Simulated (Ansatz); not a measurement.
Consider the ligand exchange at the Si–C bond: `O[SiH2]C[SiH2]O` + `CO[SiH2]N` → `CO[SiH2]N[SiH2]O` + `C[SiH2]O`.

Gas-phase electronic energies from Ansatz, PBE0-D4/def2-TZVP geometries. CBS: MP2 limit from def2 TZ/QZ plus the TZ coupled-cluster correction, frozen cores. This one scheme is used for every species. DFT in def2-TZVPP. One conformer a species, not always the lowest.

| level | ΔE (kJ/mol) |
| --- | --- |
| PBE0-D4 | -46.0 |
| ωB97M-V | -49.7 |
| SCS-MP2/def2-TZVPP | -54.1 |
| MP2/def2-QZVPP | -51.9 |

Task: What does CCSD(T)/CBS give? (Estimate.)

Result: Ansatz gave: -51.2 kJ/mol. The listed levels differ from it by 5.2, 1.5, -2.9, -0.7 kJ/mol.

Largest T1 diagnostic among the species: 0.011.

In def2-TZVPP, CCSD(T) changes the Hartree–Fock value by +7.4 kJ/mol (the triples alone add +0.7 kJ/mol) and MP2 by +7.2 kJ/mol.
